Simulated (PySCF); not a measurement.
## Scandium: a sound run and one with changed settings

Sound run: Sc⁺ [Ar] 3d1 4s1, Sc²⁺ [Ar] 3d1. All numbers are calculated (PySCF 2.14, the non-relativistic Hamiltonian (point nucleus), in 6-31G*). The sound run starts from symmetry-adapted Hartree-Fock orbitals and uses a fine grid where one is needed.

Changed run: initial guess atom, at most 3 SCF cycles. This setting is unsound on purpose.

| species | method | sound run (hartree) | changed run (hartree) | converged |
| --- | --- | --- | --- | --- |
| Sc⁺ | UHF | -759.47888 | -759.47881 | no |
| Sc⁺ | TPSS | -760.33976 | -760.33345 | no |
| Sc⁺ | B3LYP | -760.33612 | -760.32968 | no |
| Sc²⁺ | UHF | -759.03204 | -759.03198 | no |
| Sc²⁺ | TPSS | -759.87355 | -759.87355 | no |
| Sc²⁺ | B3LYP | -759.85878 | -759.85878 | no |

The SCF was stopped early; the energies are upper bounds that still move, and correlated levels were skipped or rest on poor orbitals.
